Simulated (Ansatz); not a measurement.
Species: PN, charge 0, singlet. PN (SMILES P#N).
B3LYP-D3(BJ)/def2-TZVP minimum from Ansatz (a quantum-chemistry and plane-wave program):
```xyz
2

N      0.0000     0.0000    -1.0110
P      0.0000     0.0000     0.4718
```

Hartree-Fock and CCSD(T) correlation energies in hartree (Ansatz). Radicals and triplets start from unrestricted determinants; spin-orbit coupling is neglected. Correlated methods leave the cores frozen. No relativity. The restricted determinant of NP (N#P, singlet) is unstable towards broken spin symmetry in at least one set run.

```csv
basis,X,E(HF),"E(corr, CCSD(T))"
cc-pV(T+d)Z,3,-395.18000,-0.36964
cc-pV(Q+d)Z,4,-395.18738,-0.38955
cc-pV(5+d)Z,5,-395.18892,withheld
```

### Question
Fit E(corr) = E∞ + A/X³ to X = 3 and 4, predict X = 5, and compare with the run.

### Answer
A = (-0.36964 - (-0.38955))/(1/27 - 1/64) = 0.9299; E∞ = -0.38955 - A/64 = -0.40408; at X = 5, E∞ + A/125 = -0.39664. The run gave -0.39700, 0.36 mEh below the prediction. The same form on X = 4 and 5 gives E∞ = -0.40482, 0.74 mEh below the first estimate.
